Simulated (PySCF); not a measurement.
# Spin-rotation constants: `C#C[BH][GeH2][BH]C1CC1`, C$_{5}$H$_{10}$B$_{2}$Ge

Molfile (atoms numbered from 1):
```
C5H10B2Ge
     RDKit          3D

 18 18  0  0  0  0  0  0  0  0999 V2000
    2.8098    1.9420    0.1946 C   0  0  0  0  0  0  0  0  0  0  0  0
    2.6697    0.8077   -0.1991 C   0  0  0  0  0  0  0  0  0  0  0  0
    2.4533   -0.5950   -0.6567 B   0  0  0  0  0  0  0  0  0  0  0  0
    0.7937   -1.5775   -0.0714 Ge  0  0  0  0  0  4  0  0  0  0  0  0
   -0.7534   -1.1942   -1.3012 B   0  0  0  0  0  0  0  0  0  0  0  0
   -1.7429   -0.0549   -1.0309 C   0  0  0  0  0  0  0  0  0  0  0  0
   -1.2934    1.1645   -0.2351 C   0  0  0  0  0  0  0  0  0  0  0  0
   -2.2396    0.2171    0.3843 C   0  0  0  0  0  0  0  0  0  0  0  0
    2.9449    2.9313    0.5271 H   0  0  0  0  0  0  0  0  0  0  0  0
    3.2155   -1.0670   -1.4103 H   0  0  0  0  0  0  0  0  0  0  0  0
    1.0680   -3.0577    0.0242 H   0  0  0  0  0  0  0  0  0  0  0  0
    0.4847   -1.2637    1.3731 H   0  0  0  0  0  0  0  0  0  0  0  0
   -0.8525   -1.7982   -2.3014 H   0  0  0  0  0  0  0  0  0  0  0  0
   -2.4842    0.1735   -1.7926 H   0  0  0  0  0  0  0  0  0  0  0  0
   -0.2720    1.1784    0.1199 H   0  0  0  0  0  0  0  0  0  0  0  0
   -1.6556    2.1277   -0.5630 H   0  0  0  0  0  0  0  0  0  0  0  0
   -3.2750    0.5043    0.4929 H   0  0  0  0  0  0  0  0  0  0  0  0
   -1.8796   -0.4319    1.1692 H   0  0  0  0  0  0  0  0  0  0  0  0
  1  2  3  0
  2  3  1  0
  3  4  1  0
  4  5  1  0
  5  6  1  0
  6  7  1  0
  7  8  1  0
  8  6  1  0
  1  9  1  0
  3 10  1  0
  4 11  1  0
  4 12  1  0
  5 13  1  0
  6 14  1  0
  7 15  1  0
  7 16  1  0
  8 17  1  0
  8 18  1  0
M  END
```

Computed with GIAO HF/pcSseg-1 magnetisability, rotational g tensor and spin-rotation constants, non-relativistic, gas phase (PySCF). Geometry: GFN2-xTB.

The calculation is non-relativistic, which matters for the atoms heavier than Zn.

**Question.** Give the nuclear spin-rotation constants along the inertial axes (H = +C I·J) beside the isotropic shieldings.

**Answer.** Rotational constants 1.6826, 1.0759, 0.7383 GHz. A star marks the isotopologue with that one atom substituted, in its own axes.
```tsv
atom	isotope	Caa (kHz)	Cbb (kHz)	Ccc (kHz)	mean (kHz)	σ (ppm)
B3	11B	0.479	0.570	0.183	0.411	21.2
B5	11B	0.578	0.399	0.290	0.423	14.0
H9	1H	-0.186	0.104	-0.073	-0.052	24.1
H10	1H	-0.044	-0.032	-0.004	-0.026	23.5
H11	1H	-0.149	0.030	-0.078	-0.066	29.1
H12	1H	-0.155	-0.112	0.017	-0.084	29.5
H13	1H	-0.136	-0.024	0.043	-0.039	23.0
H14	1H	-0.078	-0.110	-0.042	-0.077	31.1
H15	1H	-0.013	-0.096	-0.077	-0.062	30.7
H16	1H	-0.170	-0.006	-0.075	-0.084	31.0
H17	1H	-0.011	-0.106	-0.076	-0.065	31.0
H18	1H	-0.169	-0.079	-0.025	-0.091	31.0
C1	13C*	0.591	0.439	0.265	0.431	14.1
C2	13C*	0.634	-0.086	0.265	0.271	118.3
Ge4	73Ge*	-0.348	-0.224	-0.156	-0.243	1779.6
C6	13C*	0.125	0.118	0.136	0.126	181.0
C7	13C*	0.175	0.149	0.077	0.134	185.1
```
For the geometry as given, no vibrational averaging.

**Question.** How do the rotational constants and the g tensor change when H9, H10, H11, H12, H13, H14, H15, H16, H17, H18 are replaced by deuterium?

**Answer.** Constants 1.4546, 0.9499, 0.6595 GHz; g -0.0087, -0.0134, -0.0042, against -0.0100, -0.0149, -0.0048 before.
